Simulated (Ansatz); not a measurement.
## Loss of CH4: C3H12GaN → Ga(CH3)2(NH2) + CH4

Species: C3H12GaN `C[NH2+][GaH-]([CH3])[CH3]`, singlet; Ga(CH3)2(NH2), singlet; CH4 (methane) `C`, singlet. This is a balance of energies; it says nothing on the path, which may need atoms to shift.

Shapes, held fixed at every level: PBE0-D4/def2-TZVP. Flexible molecules stand in one conformer, not always the lowest. Programs: Ansatz 0.2.0. Electronic energies: no zero-point or thermal term.

```json
{"level": "HF/def2-SVP", "kind": "Hartree–Fock", "ΔE (kJ/mol)": "-45.4"}
{"level": "HF/def2-TZVPP", "kind": "Hartree–Fock", "ΔE (kJ/mol)": "-63.5"}
{"level": "r2SCAN-D4/def2-TZVPP", "kind": "meta-GGA", "ΔE (kJ/mol)": "-45.8"}
{"level": "B3LYP-D4/def2-TZVPP", "kind": "global hybrid", "ΔE (kJ/mol)": "-49.4"}
{"level": "PBE0-D4/def2-TZVPP", "kind": "global hybrid", "ΔE (kJ/mol)": "-40.3"}
{"level": "wB97M-V/def2-TZVPP", "kind": "range-separated hybrid", "ΔE (kJ/mol)": "-44.5"}
{"level": "MP2/def2-TZVPP", "kind": "perturbation theory", "ΔE (kJ/mol)": "-48.6"}
```

MP2/def2-TZVPP gives ΔE = -48.6 kJ/mol; the levels span -63.5 to -40.3. The median of the levels is -45.8. No measured value is set beside it here. Relativity is left out for Ga. Outer-core shells of Ga are correlated, in sets that cover them unevenly.
